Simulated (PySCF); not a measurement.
All of these have the formula C4H9ClOSi. The calculation used TDDFT wB97X-D/def2-SVPD, vertical, gas phase, core orbitals frozen in the response in PySCF. Geometries: GFN2-xTB; one conformer of each isolated species. Triplets are in the Tamm–Dancoff approximation.

A. `[SiH3]OCC1(Cl)CC1`
B. `C[C@@H](Cl)/C=C\O[SiH3]`
C. `ClC[C@@H]1CC[SiH2]O1`

Lowest singlet levels (six at most, fewer where fewer were computed) with oscillator strengths:

1. 6.90 eV (f 0.000); 7.21 eV (f 0.004); 7.51 eV (f 0.001); 7.98 eV (f 0.027); 8.02 eV (f 0.044); 8.41 eV (f 0.000); T1 6.32 eV
2. 7.27 eV (f 0.005); 7.60 eV (f 0.009); 7.68 eV (f 0.005); 7.81 eV (f 0.032); 7.95 eV (f 0.026); 8.31 eV (f 0.037); T1 6.95 eV
3. 6.18 eV (f 0.154); 6.44 eV (f 0.305); 6.96 eV (f 0.002); 7.02 eV (f 0.067); 7.38 eV (f 0.020); 7.51 eV (f 0.036); T1 4.20 eV

Question: Match each spectrum to its molecule.

Answer: 1 = A, 2 = C, 3 = B.
- A: S1 at 6.90 eV, HOMO→LUMO+2 (57%), HOMO→LUMO+1 (14%), HOMO→LUMO (14%); Löwdin shares by element: HOMO carbon 45% or more, chlorine 38% (atoms not listed hold the other 17%); LUMO silicon 37%, hydrogen 30% or more (atoms not listed hold the other 33%); HOMO -9.62 and LUMO 1.70 eV; point group Cs, 2 of its 6 listed states under f = 0.0005.
- B: S1 at 6.18 eV, HOMO→LUMO (90%); Löwdin shares by element: HOMO carbon 56% or more, oxygen 20%, chlorine 11%; LUMO carbon 27% or more, silicon 18%, chlorine 15% (atoms not listed hold the other 39%); HOMO -8.79 and LUMO 1.49 eV.
- C: S1 at 7.27 eV, HOMO→LUMO (86%); Löwdin shares by element: HOMO oxygen 42%, carbon 12% or more, silicon 9%, chlorine 9% (atoms not listed hold the other 28%); LUMO silicon 32%, oxygen 12%, chlorine 10%, hydrogen 10% or more (atoms not listed hold the other 36%); HOMO -10.01 and LUMO 1.88 eV.

Without π bonds the low states are Rydberg-like; a valence basis with one diffuse set may place them up to an eV too high.
